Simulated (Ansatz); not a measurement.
Pulling on the C2–H3 bond in CH6BeGe (SMILES [CH3][Be][GeH3]) (multiplicity 1 held, fragments rigid). Energies count from the point at 1.095 Å.
Geometry at that point (charge 0, multiplicity 1):
```csv
atom,x (Å),y (Å),z (Å)
Be,-0.1838,1.0492,-0.7546
C,-0.4193,2.3926,-1.7208
H,-1.2268,3.0309,-1.3459
H,-0.6826,2.1178,-2.7481
H,0.4784,3.0178,-1.7796
Ge,0.1264,-0.7213,0.5188
H,0.9812,-1.8178,-0.1578
H,0.8479,-0.3987,1.8478
H,-1.1919,-1.4196,0.9253
```

Signs of static correlation in cc-pVTZ, with CASSCF(2,2), from Ansatz (a quantum-chemistry and plane-wave program) runs.

| R (Å) | T1 of restricted CCSD | largest double amplitude of restricted CCSD | CASSCF natural occupations |
|---|---|---|---|
| 0.876 | 0.011 | 0.026 | 1.99 0.01 |
| 0.986 | 0.011 | 0.026 | 1.99 0.01 |
| 1.095 | 0.011 | 0.026 | 1.98 0.02 |
| 1.205 | 0.011 | 0.029 | 1.98 0.02 |
| 1.315 | 0.011 | 0.026 | 1.97 0.03 |
| 1.479 | 0.013 | 0.026 | 1.94 0.06 |
| 1.643 | 0.015 | ___ | 1.91 0.09 |
| 1.917 | 0.020 | 0.082 | 1.83 0.17 |
| 2.191 | 0.029 | 0.223 | 1.71 0.29 |
| 2.520 | 0.041 | ___ | 1.54 0.46 |
| 2.958 | 0.059 | 0.551 | 1.33 0.67 |
| 3.506 | 0.076 | 0.731 | 1.16 0.84 |

**Question.** Some entries are withheld; supply them.

**Answer.** 
- 1.643, largest double amplitude of restricted CCSD: 0.044
- 2.520, largest double amplitude of restricted CCSD: 0.369

Doubts at one or more of the structures used: a restricted determinant that unrestricted orbitals would lower (R-CCSD(T)/cc-pVTZ); other coupled-cluster roots lie near (R-CCSD(T)/cc-pVTZ); T1 above 0.05 (R-CCSD(T)/cc-pVTZ).
